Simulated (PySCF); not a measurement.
Isomers of C7H17N, one GFN2-xTB conformer each. Single-point energies are computed at PBE0/pcSseg-1 (PySCF, gas phase, no added dispersion term), electronic only.

Question: Rank them by PBE0/pcSseg-1 energy, lowest first (kcal/mol).
A. `[CH3:1][CH2:2][CH2:3][C@H:4]([CH3:5])[N:6]([CH3:7])[CH3:8]` with C1–C2–C3–C4 180°, C2–C3–C4–C5 -179°, C3–C4–N6–C7 -157° (dimethyl-2-pentylamine)
B. `[CH3:1][CH2:2][CH2:3][NH:4][CH2:5][CH:6]([CH3:7])[CH3:8]` with C1–C2–C3–N4 177°, C2–C3–N4–C5 178°, C3–N4–C5–C6 -178°, N4–C5–C6–C7 -60°

Answer: B (0.0), A (7.1).

As drawn, the lower has an N–H bond, which the higher lacks. GFN2-xTB itself gives, in the same order: 1.4, 0.0. GFN2-xTB puts CCC[C@H](C)N(C)C lowest instead.

Q: Which frontier levels, dipoles and rotational constants go with these structures?

A: 
```csv
SMILES,"HOMO (eV, PBE0/pcSseg-1)",LUMO (eV),dipole (D),"A, B, C (MHz)"
CCCNCC(C)C,-6.32,1.47,0.95,"5932, 679.0, 638.2"
CCC[C@H](C)N(C)C,-5.86,1.38,0.67,"2913, 1157, 1023"
```
